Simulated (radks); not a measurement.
Values are calculated unless marked as measured or tabulated.
Pt+, configuration [Kr] 4d10 4f14 5s1.75 5p6 5d9 6s0.25 (fractional occupations, a model configuration).

Code: a radial shooting solver on a logarithmic mesh with Libxc functionals. Model: Dirac Kohn-Sham, PBEsol, spin-unpolarised, spherical densities, finite nucleus; open shells fill j = l - 1/2 first; Fermi nuclear charge, rms radius 5.427 fm.

Energy parts (eV):
total: -501682.61
kinetic: 573558.98
electron-nucleus: -1260509.58
Hartree: 194836.65
exchange-correlation: -9568.66

Orbitals (lengths in bohr, moments of r in powers of bohr; r(90%) holds 90 % of the orbital's charge):
orbital  occ.  eigenvalue (eV)      <r^2>   <1/r>       <r^4>  r(90%)
1s1/2       2        -78254.70  0.0004065   93.86   4.528e-07  0.0313
2s1/2       2        -13746.11   0.006149   23.03  0.00006628   0.112
2p1/2       2        -13180.42   0.004357   23.00  0.00003947  0.0984
2p3/2       4        -11452.51   0.005548   18.86  0.00006036   0.110
3s1/2       2        -3235.950    0.03998   8.453    0.002419   0.275
3p1/2       2        -2980.932    0.03649   8.370    0.002112   0.266
3p3/2       4        -2601.151    0.04294   7.293    0.002890   0.288
3d3/2       4        -2174.558    0.03300   7.192    0.001926   0.261
3d5/2       6        -2092.666    0.03475   6.944    0.002116   0.267
4s1/2       2        -702.7033     0.1947   3.573     0.05489   0.596
4p1/2       2        -594.3637     0.1990   3.464     0.05884   0.608
4p3/2       4        -503.8199     0.2323   3.090     0.08002   0.656
4d3/2       4        -325.9126     0.2468   2.885     0.09707   0.690
4d5/2       6        -309.0698     0.2587   2.798      0.1067   0.707
4f5/2       6         -81.7209     0.3196   2.409      0.2143   0.827
4f7/2       8         -78.2628     0.3289   2.374      0.2277   0.839
5s1/2    1.75        -111.1022      1.018   1.436       1.513    1.36
5p1/2       2         -76.4371      1.207   1.308       2.206    1.50
5p3/2       4         -61.3789      1.453   1.170       3.231    1.65
5d3/2       4         -15.9476      2.977  0.8344       16.79    2.47
5d5/2       5         -14.5296      3.249  0.7989       20.23    2.59
6s1/2    0.25         -13.1909      8.069  0.4763       101.5    3.92

The highest occupied level is 6s1/2 at -13.191 eV. The electron density at the nucleus is 1.971e+06 e/bohr^3. Summed over all electrons, <r^2> = 49.69 bohr^2, which gives a Langevin (diamagnetic) susceptibility term of -39.4 x 10^-6 cm^3/mol.
